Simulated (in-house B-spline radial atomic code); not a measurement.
Cr⁺. Computed with a B-spline radial atomic code. Model: non-relativistic spherical atom: semilocal Troullier-Martins pseudo-atom, one channel per l, against all electrons, high spin, G0W0 and RPA with empty states to l = 8, local potential for every l without a channel, a model core (radius 0 = none) keeps its share of the functional.

What the tables leave out is listed at the end.

The pseudopotential gives back the lowest level of each angular momentum of its own functional in the configuration it was made in; a second state of the same l is only approximately right. Exact exchange, RPA and GW see the smooth pseudo-orbitals and miss the exchange with the core, for which the functional's share stands in. The column with an uncorrelated core keeps all orbitals and exact exchange, and so separates missing core correlation from pseudisation. Only the three outermost levels and the lowest empty one were computed. RPA here is direct RPA, with no exchange kernel, and its energies carry an (l + 1/2)⁻⁴ tail. A hybrid on a potential with a model core restores only its own semilocal share of the core's exchange.

Command:
```bash
python run_psgw.py task.json out
```
Settings (lengths in bohr, energies in hartree):
```
Z                      24
electrons              23
configuration          [Ar] 3d5
generated_in           [Ar] 3d5
functional             pbe,pbe
core_shells            4
radius_factor          1.15
core_correction        True
```

Cost of the run: 30 s on 1 thread of Arm Neoverse N1, with other jobs on the host.

Given: made with PBE; model core radius 0.47 bohr; local radius 1.233 bohr; mean-field start PBE.

Valence shells of the generating configuration: 3p, 3d.

Channel: s 3.021, p 0.917, d 2.76 (radii in bohr).

Computed: largest level miss in the spin-unpolarised generating configuration 0.001 eV; valence RPA correlation energy all-electron orbitals -0.6629 hartree; valence RPA correlation energy pseudo -0.75186 hartree; pseudo-atom RPA polarisability 11.386 bohr³.

```json
{"level": "3d up", "occupied": "1", "mean-field all-electron (eV)": "-10.99", "mean-field pseudo minus all (eV)": "-0.206", "G0W0 all-electron (eV)": "-15.997", "G0W0 uncorrelated core minus all (eV)": "0.102", "G0W0 pseudo minus all (eV)": "0.301", "exchange self-energy all-electron (eV)": "-33.334", "exchange self-energy pseudo (eV)": "-26.567"}
{"level": "4s up (empty)", "occupied": "0", "mean-field all-electron (eV)": "-10.285", "mean-field pseudo minus all (eV)": "-0.005", "G0W0 all-electron (eV)": "-7.1764", "G0W0 uncorrelated core minus all (eV)": "-0.029", "G0W0 pseudo minus all (eV)": "-0.865", "exchange self-energy all-electron (eV)": "-3.1937", "exchange self-energy pseudo (eV)": "-3.9711"}
```

Q: What is the all-electron RPA polarisability, core included?

A: 11.616 bohr³.

Among the listed levels the largest G0W0 shift of the pseudo-atom is -0.86 eV, for 4s up (empty) on the PBE start, while leaving the core uncorrelated moves that level by -0.03 eV. So pseudisation and the lost core exchange, not the missing core correlation, make the error. Not in the tables (levels of low weight, unsolved or above zero; the highest and the empty levels are kept at any weight): on PBE the G0W0 levels 3p down (pseudo minus all +0.21 eV, weights 0.67 and 0.62), 3p up (pseudo minus all -2.58 eV, weights 0.04 and 0.08); on PBE0, a start not tabulated, the G0W0 levels 3d up (pseudo minus all +0.88 eV, weights 0.56 and 0.61), 3p down (pseudo minus all +1.45 eV, weights 0.50 and 0.77), 3p up (pseudo minus all +1.45 eV, weights 0.37 and 0.34), 4s up (pseudo minus all -1.00 eV, weights 0.94 and 0.95); no Hartree-Fock pseudo-atom is run with a model core.
